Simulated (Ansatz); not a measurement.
H₃OSb, SMILES `[OH][SbH2]`. Charge 0, multiplicity 1. Sb: def2 effective core potential.

Cartesian coordinates in Å:
```
O -0.5677 0.5918 0.8878
Sb 0.1074 -0.0636 -0.8473
H -1.1823 1.3148 0.7424
H 1.7409 -0.1259 -0.3344
H -0.0983 -1.7170 -0.4485
```

Task: List the harmonic frequencies (cm⁻¹, unscaled) at PBE0-D4/def2-TZVP in Ansatz. (Estimate.)

Result: Ansatz gave: 176, 603, 662, 669, 853, 953, 1950, 1951, 3891.

Task: Is this a minimum?

Result: Yes, all 9 modes are real.

Task: Give the ideal-gas thermochemistry at 298.15 K and 1 bar (rigid rotor, harmonic oscillator; point group Cs, symmetry number 1).

Result: Zero-point energy 70.0 kJ/mol; H(298) − E = 82.9 kJ/mol; entropy 277.2 J/(mol·K), of which translation 170.6, rotation 90.8, vibration 15.9; G(298) − E = 0.2 kJ/mol.

Task: Rotational constants (cm⁻¹)?

Result: 2.571, 0.2686, 0.2661.
